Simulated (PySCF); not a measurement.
Sn(F)(Cl)(OH)2 (ClFH2O2Sn), SMILES [F][Sn]([OH])([OH])[Cl].

Coordinates come from a PBE0-D3(BJ)/def2-SVP optimisation. The structure was generated by enumeration; whether it is a known compound was not checked. The def2 effective core potentials stand for the cores of Sn; spin–orbit coupling is left out. One conformer was computed; it need not be the lowest.

Two levels are set side by side: PBE/def2-TZVP (PySCF) and r2SCAN/def2-TZVP (PySCF). Same geometry, gas phase. Differences are taken from unrounded values.

```
quantity                       PBE
---------------------------  -----
orbital gap (eV)              4.34
highest occupied level (eV)  -7.98
lowest empty level (eV)      -3.64
dipole moment (D)             1.90
mean polarisability (bohr³)   56.1
```

Task: These are the PBE values. What does r2SCAN give? (The exact figures need the calculation; the answer reports its results.)

Result: 
```
quantity                     r2SCAN  PBE minus r2SCAN
---------------------------  ------  ----------------
orbital gap (eV)               4.99             -0.65
highest occupied level (eV)   -8.42              0.44
lowest empty level (eV)       -3.43             -0.21
dipole moment (D)              1.94             -0.04
mean polarisability (bohr³)    54.0               2.1
```

Rough cost on one machine, each run with all the roots and properties that it gave: r2SCAN against PBE about 3 times.
